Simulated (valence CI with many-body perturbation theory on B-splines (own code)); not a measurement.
# Ce53+: key properties

Level of theory: relativistic CI+MBPT: three valence electrons over a frozen Dirac-Fock core [He], a basis of 9 s, 9 p, 8 d, 6 f, 3 g, 1 h functions for each j, with the one-electron correlation potential Σ1, the two-electron term Σ2, the three-electron term Σ3, Breit, model QED; selected CI, second order for the rest, scaled by the run's own slope (own B-spline code, finite nucleus).

No measured spectrum was set against this ion. As an estimate, large intervals hold to a few tenths of a per cent, small ones and those within an open d or f shell to about a per cent.

Levels are named by their leading jj configuration (3d3/2^4 stands for four electrons in 3d with j = 3/2), which in mixed levels can hold well under half, so a name can repeat and another be missing.

Rates and lifetimes use the calculated energies. Strong lines usually hold to 10 to 20 %, long lifetimes can be off by a factor of two.

Question: What is the ground level?

Answer: (2s^2 2p1/2) J=1/2, composition 100 % 2s2 2p 2P°, g = 0.636.

Question: What are the static dipole polarisabilities of the lowest levels?

Answer: (2s^2 2p1/2) J=1/2 0.000491 bohr³, of which the core gives 6.70e-07.

Question: How well does LS coupling describe the low levels?

Answer: Among the lowest 20 levels the leading LS term, summed over configurations, holds 76 % on average. For single configurations the figures are 76 % in LS and 99 % in jj coupling. Terms mix most in the J = 3/2 level at 899.8 eV, where the leading one holds 47 %.

Question: Where does the other parity begin?

Answer: At (2s 2p1/2^2) J=1/2, 182.3 eV.

Question: Among levels below 6706.6 eV, which E1 lines absorb most strongly from the ground level?

Answer: to (2s^2 3d3/2) J=3/2 at 0.1956 nm, f = 0.541; to (2s 2p1/2 3p1/2) J=3/2 at 0.1974 nm, f = 0.245; to (2s 2p1/2 3p3/2) J=3/2 at 0.1925 nm, f = 0.179.

Question: Name the longest-lived excited levels whose lifetime is computed, and their main decay.

Answer: (2s^2 2p3/2) J=3/2 at 490.8 eV lives 495 ps, mostly by E1 to (2s 2p1/2^2) J=1/2; (2s 2p1/2 2p3/2) J=5/2 at 651.9 eV lives 204 ps, mostly by E1 to (2s^2 2p3/2) J=3/2; (2s 2p1/2 2p3/2) J=3/2 at 618.0 eV lives 125 ps, mostly by E1 to (2s^2 2p1/2) J=1/2.

Question: What is the ionisation energy?

Answer: 10835 eV; NIST lists 10840 ± 5 eV (theoretical).
